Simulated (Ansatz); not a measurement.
CH6AlBO, SMILES `[BH2][AlH][O]C`, relaxed with RKS PBE-D4/def2-SVP in Ansatz 0.2.0 from a rough embedded geometry. The force threshold is 0.03 eV/Å; the program also tests the step.

Total charge 0; spin multiplicity 1.

Start:

```xyz
10

B    -0.090    0.159   -2.196
Al   -0.898   -0.416   -0.456
O    -0.673    0.666    1.011
C     0.503    0.231    1.760
H    -0.235   -0.536   -3.214
H     0.537    1.143   -2.349
H    -1.710   -1.805   -0.316
H     0.630    0.896    2.617
H     0.508   -0.777    2.075
H     1.429    0.438    1.067
```

```
step  energy (eV)  largest force (eV/Å)  largest move (Å)
   1  -10439.7153                 4.123             0.000
   2  -10440.1013                 1.364             0.119
   3  -10440.2201                 0.607             0.095
   4  -10440.3180                 0.558             0.169
   5  -10440.4069                 0.242             0.195
   6  -10440.4582                 0.894             0.193
   7  -10440.5399                 0.143             0.200
   8  -10440.5734                 0.076             0.200
   9  -10440.5848                 0.397             0.192
  10  -10440.5895                 0.451             0.113
  11  -10440.6091                 0.169             0.200
  12  -10440.6112                 0.197             0.107
  13  -10440.6114                 0.197             0.087
  14  -10440.6137                 0.073             0.054
  15  -10440.6144                 0.017             0.016
```

End:

```xyz
10

B    -0.043    0.163   -2.192
Al   -1.130   -0.486   -0.475
O    -0.491   -0.323    1.117
C     0.667    0.166    1.732
H     0.703   -0.571   -2.821
H    -0.129    1.293   -2.646
H    -2.583   -1.160   -0.492
H     0.414    0.971    2.460
H     1.179   -0.642    2.303
H     1.413    0.589    1.016
```

Hardware: 2 threads of an Arm Neoverse V1 on a shared host. Wall time 25 s, peak host memory 0.15 GiB.
